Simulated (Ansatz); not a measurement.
## Abstraction of Cl: GeH2Cl2 + NbCl4 → GeH2Cl + NbCl5

Gas-phase species: GeH2Cl2 (dichlorogermane) `[Cl][GeH2][Cl]`, singlet; NbCl4 `[Cl][Nb]([Cl])([Cl])[Cl]`, doublet; GeH2Cl `[Cl][GeH2]`, doublet; NbCl5 (niobium pentachloride) `[Cl][Nb]([Cl])([Cl])([Cl])[Cl]`, singlet. A radical takes Cl: the energy is the difference in strength between the Ge–Cl bond broken and the Nb–Cl bond made.

Shapes, held fixed at every level: PBE0-D4/def2-TZVP. Programs: Ansatz 0.2.0. The zero-point and thermal change to 298 K, harmonic and unscaled (PBE0-D4/def2-TZVP), is -3.5 kJ/mol.

```csv
level,kind,ΔH(298 K) (kJ/mol),less CCSD(T)/def2-TZVPP
HF/def2-TZVPP,Hartree–Fock,+228.9,+101.5
SPW92/def2-TZVPP,LDA,+61.9,-65.5
PBE-D4/def2-TZVPP,GGA,+79.1,-48.3
r2SCAN-D4/def2-TZVPP,meta-GGA,+88.8,-38.6
wB97X-V/def2-TZVPP,range-separated hybrid,+147.4,+20.0
B2PLYP/def2-TZVPP,double hybrid,+110.7,-16.7
CCSD(T)/def2-TZVPP,coupled cluster or CI,+127.4,0.0
```

The highest level, CCSD(T)/def2-TZVPP, gives ΔH(298 K) = +127.4 kJ/mol; the levels span +61.9 to +228.9. The column of differences is taken from that level and isn't an error. No measured value is set beside it here. Open shells run unrestricted. For atoms past krypton def2 sets carry core potentials with scalar relativity. Relativity is left out for Ge. Outer-core shells of Ge, Nb are correlated, in sets that cover them unevenly.
